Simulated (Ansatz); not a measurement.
`C[SiH2][GeH3]` + `C[SeH]` → `C[SiH2][Se]C` + GeH₄ at 600 K and 1 bar (cleavage of the Si–Ge bond).

Isolated molecules relaxed with PBE0-D4/def2-TZVP in Ansatz; ΔE leaves out vibrations. CBS: MP2 limit from def2 TZ/QZ plus the TZ coupled-cluster correction, frozen cores. For Ge, Se outer-core shells are correlated without core-valence functions, which leaves a few kJ/mol of doubt a bond. Scalar relativity is left out up to krypton. Each species was taken in one conformer, which may not be the lowest.

```csv
species,CCSD(T)/CBS energy (Eh),H − E (kJ/mol),S (J/(mol·K))
`C[SiH2][GeH3]`,-2408.05773,263.4,434.5
`C[SeH]`,-2441.15625,149.5,312.9
`C[SiH2][Se]C`,-2770.73796,307.2,463.3
GeH₄,-2078.49493,105.8,256.4
```

H − E and S are ideal-gas, rigid-rotor, harmonic terms from PBE0-D4/def2-TZVP, for one conformer and one mirror image of each species. 1 Eh = 2625.50 kJ/mol, R = 8.31446 J/(mol·K).

Problem. By hand: ΔE, ΔH, ΔS and ΔG.

Solution. ΔE = (-2770.73796) + (-2078.49493) − (-2408.05773) − (-2441.15625) = -0.01891 Eh = -49.6 kJ/mol. Δ(H − E) = 307.2 + 105.8 − 263.4 − 149.5 = 0.1, so ΔH = -49.5 kJ/mol. ΔS = 463.3 + 256.4 − 434.5 − 312.9 = -27.7 J/(mol·K). ΔG = -49.5 − 600 × (-27.7)/1000 = -32.9 kJ/mol.

Problem. By hand: the equilibrium constant, and the temperature at which ΔG would vanish if ΔH and ΔS stayed fixed.

Solution. log₁₀ K = −ΔG/(RT ln 10) = 2.9. ΔG = 0 at ΔH/ΔS = 1787 K.

TΔS isn't small against ΔH here. A doubt of 5 kJ/mol in ΔE shifts log₁₀ K by 0.4 here. Other conformers and mirror images would add mixing entropy, several J/(mol·K) or more a flexible species. Modes under 60 cm⁻¹, often nearly free rotors, make the harmonic entropy too high. These are equilibria of isolated gas molecules and say nothing of rates. Largest T1 diagnostic: 0.012 (customary marks: 0.02 for closed shells, 0.045 for open ones).
